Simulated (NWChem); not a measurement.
System: C₃H₈N₂; SMILES C/N=C/CN

The following NWChem deck was run.

```
start job
memory heap 200 mb stack 900 mb global 1100 mb
geometry units angstroms
  C      2.306163     0.678282     0.233393
  N      0.917328     0.572029     0.551541
  C      0.191872    -0.267774    -0.031166
  C     -1.259591    -0.404616     0.298322
  N     -2.026607    -0.571446    -0.929301
  H      2.878396     0.492671     1.143164
  H      2.505334     1.704031    -0.079304
  H      2.632511    -0.016164    -0.553225
  H      0.553999    -0.947637    -0.815732
  H     -1.566444     0.452380     0.917234
  H     -1.389302    -1.317718     0.891275
  H     -1.948717     0.261624    -1.503694
  H     -3.008244    -0.707494    -0.714813
end
basis spherical
  * library def2-svp
end
dft
  xc xpbe96 cpbe96
  disp vdw 4
  iterations 150
end
driver
  maxiter 120
end
task dft optimize
```

Not confirmed as a minimum by frequencies.

The level has its own optimisation. Brackets give each atom's bonded neighbours.

Q: Predict the main results of this run. (PBE-D3(BJ)/def2-SVP.) Quantities: r C–N [C(HHHN)–N(CC)] (Å); r C–N [C(CHN)–N(CC)] (Å); r C–C (Å); r C–H [C(CHN)–H(C)] (Å); dipole (D).

A: 
```json
{
 "r C–N [C(HHHN)–N(CC)] (Å)": "1.444",
 "r C–N [C(CHN)–N(CC)] (Å)": "1.277",
 "r C–C (Å)": "1.506",
 "r C–H [C(CHN)–H(C)] (Å)": "1.122",
 "dipole (D)": "0.74"
}
```
